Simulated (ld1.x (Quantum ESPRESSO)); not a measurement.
**Hg (Z = 80): excitation energies, all-electron against TM**

mercury (Hg), norm-conserving Troullier–Martins (Kleinman–Bylander form), made with ld1.x (Quantum ESPRESSO) 7.5 (LDA (PZ), scalar-relativistic). Core [Kr] 4d10 4f14 5s2, reference 5p6 5d10 6s2 6p0. Waves: 6s (bound): rc 1.90 bohr; 5p (bound): rc 1.50 bohr; 5d (bound): rc 1.85 bohr; 5f channel at 0.15 Ry: rc 2.05 bohr. Local part: all-electron potential smoothed inside 1.70 bohr (lloc = -1). Core correction: none.

Energies are relative to the spin-unpolarised reference configuration 5p6 5d10 6s2 6p0; without spin polarisation the order of configurations can differ from experiment. Spin-polarised rows fill each open shell by Hund’s rule, majority spin first. The frozen-core shift is the all-electron ΔE with the core orbitals held at their reference shape minus the fully relaxed ΔE.

```
            valence configuration  charge  ΔE all-electron (eV)  error AE − PS (meV)  frozen-core shift (meV)
                 5p6 5d10 6s1 6p0      +1                11.048                 -8.3                     +3.8
                 5p6 5d10 6s0 6p0      +2                30.444                  -34                      +10
                  5p6 5d9 6s0 6p0      +3                66.256                 -1.8                      +18
               5p6 5d10 6s1.5 6p0    +0.5                 4.526                 -2.5                     +1.6
                  5p6 5d9 6s2 6p1       0                10.356                 +263                     -1.0
5p6 5d10 6s1 6p0 (spin-polarised)      +1                10.887                 -7.5                     +3.9
 5p6 5d9 6s0 6p0 (spin-polarised)      +3                66.104                  +25                      +19
```

Problem. What are ΔE and the potential's error for 5p6 5d10 6s1 6p1?

Solution. ΔE = 6.163 eV all-electron; the error (AE − PS) is +193 meV.

Problem. What are ΔE and the potential's error for 5p5 5d10 6s2 6p0?

Solution. ΔE = 73.532 eV all-electron; the error (AE − PS) is -165 meV.

A variational frozen-core shift is positive and of second order in the change. This column holds negative values, so the frozen-core run of ld1.x carries numerical noise or an error of first order here, and the column gives no more than the rough size of the effect.

Note: ghost state, extra bound levels that the all-electron valence spectrum of the same l lacks: s at -64.0 eV. A true bound ghost makes a file unfit for plane-wave use.
